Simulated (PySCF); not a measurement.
Radial density of Sm (samarium, neutral)

revPBE, [Xe] 4f6 6s2, high-spin 7F determinant. Computed with PySCF 2.14 in cc-pVDZ-X2C (8s7p5d3f1g, 84 functions), with the spin-free X2C one-electron Hamiltonian (Gaussian nucleus).

| r (bohr) | 4πr²ρ (e/bohr) | 4πr²(ρα − ρβ) |
| --- | --- | --- |
| 0.0181 | 81.84 | 0.0026 |
| 0.0304 | 71.86 | 0.0058 |
| 0.0511 | 95.58 | 0.0116 |
| 0.0859 | 102.1 | 0.0114 |
| 0.144 | 82.95 | 0.1576 |
| 0.243 | 83.08 | 1.1963 |
| 0.409 | 38.00 | 4.4623 |
| 0.688 | 36.76 | 6.1479 |
| 1.16 | 12.10 | 3.3205 |
| 1.95 | 4.554 | 0.6121 |
| 3.27 | 0.8496 | 0.0702 |
| 5.50 | 0.3266 | -0.0014 |
| 9.26 | 0.01429 | -0.0024 |
| 15.6 | 2.150e-05 | 0.0000 |

Densities and radii are taken from the X2C orbitals without a picture-change correction, which distorts them close to the nucleus.

Spin-orbit coupling, absent here, splits the open shell strongly.

(1) Where is the radial spin density 4πr²(ρα − ρβ) most negative, and why is it negative at all?

Results:

(1) Around r = 9.26 bohr, down to -0.0024 e/bohr: exchange with the open shell polarises the paired shells in an unrestricted calculation.
